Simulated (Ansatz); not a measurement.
Geometry optimisation, Ansatz 0.2.0, RKS PBE/def2-SVP.

Input file:

```yaml
crystal:
  periodic: [false, false, false]
  atoms:
    - { symbol: B, position_ang: [0.0, 0.0, 0.0] }
    - { symbol: F, position_ang: [0.0, 0.0, 1.67] }
    - { symbol: F, position_ang: [1.1431, 0.0, -0.66] }
    - { symbol: H, position_ang: [-1.0305, 0.0, -0.595] }
    - { symbol: Cl, position_ang: [0.0968, 2.0475, 0.6811] }
    - { symbol: H, position_ang: [0.0504, 1.0668, 1.6505] }
basis:
  gaussian: { orbitals: def2-SVP }
hamiltonian:
  xc: pbe
relax:
  f_tol: 0.15
  max_steps: 25
  restrain:
    - { distance: [0, 4], at: 3.06, k: 30.0 }
    - { distance: [5, 1], at: 2.12, k: 30.0 }
    - { distance: [0, 1], at: 1.32, k: 30.0 }
    - { distance: [5, 4], at: 1.37, k: 30.0 }
```

Run as:

```bash
$ ansatz run input.yaml --threads 1 --pin off --max-ram 2048MiB --backend cpu --events-out ev --progress --plain --runs-dir out
```

Task: Where does it end, and by what steps?

Result: The run converged. The restraints hold the end off the free minimum. After 6 steps the energy has fallen by 2.169 eV (the restraints' own energy left out); Cl5 moved furthest, 0.65 Å.

```json
{"step": "0", "energy less start (eV)": "0.0000", "largest force component (eV/Å)": "5.950", "accepted": "yes"}
{"step": "1", "energy less start (eV)": "-0.9360", "largest force component (eV/Å)": "2.708", "accepted": "yes"}
{"step": "2", "energy less start (eV)": "-1.5586", "largest force component (eV/Å)": "2.665", "accepted": "yes"}
{"step": "3", "energy less start (eV)": "-1.9132", "largest force component (eV/Å)": "2.151", "accepted": "yes"}
{"step": "4", "energy less start (eV)": "-2.0866", "largest force component (eV/Å)": "1.373", "accepted": "yes"}
{"step": "5", "energy less start (eV)": "-2.1557", "largest force component (eV/Å)": "0.872", "accepted": "yes"}
{"step": "6", "energy less start (eV)": "-2.1691", "largest force component (eV/Å)": "0.779", "accepted": "yes"}
```

```xyz
6
Properties=species:S:1:pos:R:3
B 0.001 -0.265 -0.032
F 0.028 -0.410 1.289
F 1.152 -0.347 -0.677
H -1.044 -0.137 -0.624
Cl 0.023 2.635 0.952
H 0.099 1.639 1.838
```

Run time: 14 s on 1 thread of Arm Neoverse V1, on a shared host, peak memory 0.13 GiB.
